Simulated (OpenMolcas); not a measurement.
**Ru4+: ligand-field states by method**

Ru4+ with 4 ligands (chloride) in tetrahedral coordination (Td) at 2.25 Å. Ligand basis ANO-RCC-VDZP.
```
Ru    0.0000    0.0000    0.0000
Cl    1.2990    1.2990    1.2990
Cl    1.2990   -1.2990   -1.2990
Cl   -1.2990    1.2990   -1.2990
Cl   -1.2990   -1.2990    1.2990
```

| Property | Result |
| --- | --- |
| Program | OpenMolcas 26.06 |
| Basis | ANO-RCC-VTZP [7s6p4d2f1g] |
| Scalar Hamiltonian | DKH2, point nucleus |
| Active space | 4 electrons in 5 orbitals (4d) |
| State averaging | 2S+1 = 5 even, 5 roots; 2S+1 = 3 even, 45 roots; 2S+1 = 1 even, 50 roots |
| Spin-orbit coupling | state interaction with AMFI integrals over the reference wave functions |

I. CASSCF
II. SS-CASPT2, IPEA 0.25 Eh, imaginary shift 0.1 Eh (closed shells correlated: 4s 4p and the ligand valence shells)

Spin-free states (labels of Td) in cm-1, each column counted from its own energy of the first state listed:

```json
{"State": "5T2", "Degeneracy": "3", "I": "0", "II": "0"}
{"State": "1A1", "Degeneracy": "1", "I": "161", "II": "-7640"}
{"State": "2S+1 = 3", "Degeneracy": "3", "I": "3986", "II": "-2670"}
{"State": "2S+1 = 3", "Degeneracy": "3", "I": "6207", "II": "-1020"}
```

II puts a state of multiplicity 1 lowest, 7600 cm-1 below that state.

χT at 300 K: I 1.06, II 0.06 cm3 K/mol.

Roots that are degenerate in the reference are averaged as groups; the widest CASPT2 spread within a group is 770 cm-1 (the 3-fold group of multiplicity 3 near 4970 cm-1 above the lowest state of its run, II). Shifts and gaps below about the spread of the groups concerned are not significant. Over all roots computed the reference weight is 0.60 to 0.67 in II; the roots of lowest weight are the least certain, and an intruder state may touch them. The least metal-like active orbital is 66 % on the metal (Löwdin) and no ligand orbital is active, so the numbers are rough, and ground spin, moment and any spin crossover can be artefacts of this space; highly charged d ions in such sites are as a rule low spin. Ligand-to-metal charge-transfer states are missing. With no ligand orbital active B as a rule stays too high, so bands that hang on it stand too high and its fall with covalency is understated. Spin-orbit coupling mixes the spin-free states strongly: the lowest level takes only 48 % from its leading state, 5T2 (holds for I). Without dynamic correlation the repulsion within the d shell is too large (B by tens of per cent), so at a given field states of lower spin stand too high (holds for I). This shell can be high or low spin here, a state of another spin lies low, and with metal d orbitals alone active their balance is uncertain, so the ground spin may be wrong (holds for I). With metal d orbitals alone the field can be off either way by tens of per cent (holds for I). With one d shell and no ligand orbital active, 10Dq can be off by a tenth or more (holds for II). No measured value stands beside these numbers; the geometry was imposed, not optimised, and the real ion may take another.

A state without a sure symmetry label is named by its multiplicity alone.
